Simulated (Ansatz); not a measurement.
Ansatz (a first-principles code) job for 1,1-difluorobuta-1,2-diene (C4H4F2), SMILES CC=C=C(F)F, PBE/def2-SVPD. The structure is a stationary point at PBE0-D3(BJ)/def2-SVP.

Ansatz 0.2 input:
```yaml
crystal:
  periodic: [false, false, false]
  atoms:
    - {symbol: C, position_ang: [-2.65317263, 0.44643616, -0.00000000]}
    - {symbol: C, position_ang: [-1.55178584, -0.56540932, 0.00000000]}
    - {symbol: C, position_ang: [-0.26716295, -0.30108037, 0.00000000]}
    - {symbol: C, position_ang: [1.00879170, -0.03000111, 0.00000000]}
    - {symbol: F, position_ang: [1.75006969, 0.12381030, 1.07855690]}
    - {symbol: F, position_ang: [1.75006969, 0.12381030, -1.07855691]}
    - {symbol: H, position_ang: [-3.29702790, 0.31006154, -0.88424048]}
    - {symbol: H, position_ang: [-2.26409545, 1.47301623, 0.00000000]}
    - {symbol: H, position_ang: [-3.29702789, 0.31006154, 0.88424048]}
    - {symbol: H, position_ang: [-1.86312475, -1.62139691, 0.00000000]}
basis:
  gaussian:
    orbitals: def2-SVPD
hamiltonian:
  xc: {name: PBE}
```

It prints:

```
WARN ansatz: RAYON_NUM_THREADS=1 ignored (pool sized by the plan → 1); use --threads N
Functional definition: PBE
integrals: 0.08 GiB planned
1302 factors; their error is unknown
mean field: 0.58 GiB planned
mean field evaluation 1: about -9618.2237 eV, gradient 6.2e1 eV
mean field evaluation 2: about -9598.2455 eV, gradient 1.0e2 eV
mean field evaluation 4: about -9627.5943 eV, gradient 9.4e0 eV
mean field evaluation 8: about -9627.8238 eV, gradient 1.3e-1 eV
mean field evaluation 16: about -9627.7483 eV, gradient 5.9e-4 eV
mean field -9627.74833359 eV, -353.8132253373 hartree, gradient 4.2e-5 eV, S^2 0.000000; 0 other end points of the search recorded, 0 dependent functions left out
reference -9627.74838518 eV, -353.8132272332 hartree; 23, 23 occupied and 135, 135 virtual orbitals, 1302 factors
Total energy: -9627.74838518 eV, -353.8132272332 hartree
```

The run converged.

Cost: around 4 core-seconds (rough).
